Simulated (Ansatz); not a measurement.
Geometry optimisation, RKS PBE/def2-SVP (Ansatz).

input.yaml

```yaml
crystal:
  periodic: [false, false, false]
  atoms:
    - { symbol: O, position_ang: [-1.444, -1.5099, 0.1938] }
    - { symbol: C, position_ang: [-0.1746, -1.2554, -0.2321] }
    - { symbol: B, position_ang: [0.2194, 0.2559, 0.0285] }
    - { symbol: C, position_ang: [0.2798, 1.5157, 0.8516] }
    - { symbol: C, position_ang: [1.1021, 1.4439, -0.2507] }
    - { symbol: H, position_ang: [-2.0789, -1.1141, -0.5478] }
    - { symbol: H, position_ang: [0.5268, -1.9163, 0.3533] }
    - { symbol: H, position_ang: [-0.0106, -1.4696, -1.3191] }
    - { symbol: H, position_ang: [-0.206, 2.0698, 1.7356] }
    - { symbol: H, position_ang: [1.869, 1.929, -0.8101] }
basis:
  gaussian: { orbitals: def2-SVP }
hamiltonian:
  xc: pbe
relax:
  f_tol: 0.02
  max_steps: 50
output:
  orbitals: {}
```

Launched with:

```bash
$ ansatz run input.yaml --threads 2 --pin off --max-ram 3072MiB --backend cpu --events-out ev --progress --plain --runs-dir out
```

**Question.** Where does it end, and by what steps?

**Answer.** The forces met the threshold. The force dipped under the threshold on the way, but the program's further checks kept it going. After 12 steps the energy has fallen by 0.603 eV; H6 moved furthest, 0.77 Å.

```csv
step,energy less start (eV),largest force component (eV/Å),accepted
0,0.0000,4.377,yes
1,-0.4329,1.489,yes
2,-0.5393,0.241,yes
3,-0.5761,0.187,yes
4,-0.5678,0.366,no
5,-0.5882,0.274,yes
6,-0.5964,0.116,yes
7,-0.5980,0.115,yes
8,-0.6028,0.027,yes
9,-0.6032,0.009,yes
10,-0.6032,0.032,yes
11,-0.6032,0.036,yes
12,-0.6033,0.002,yes
```

```xyz
10
Properties=species:S:1:pos:R:3
O -1.383 -1.736 0.226
C -0.178 -1.265 -0.374
B 0.273 0.183 0.005
C 0.047 1.525 0.622
C 1.228 1.329 -0.027
H -2.009 -0.990 0.212
H 0.631 -1.975 -0.089
H -0.207 -1.331 -1.496
H -0.467 2.321 1.181
H 2.149 1.887 -0.257
```

Time of the run: 19 s on 2 threads of Intel(R) Xeon(R) 6975P-C (Granite Rapids) (shared host), peak memory 0.14 GiB.
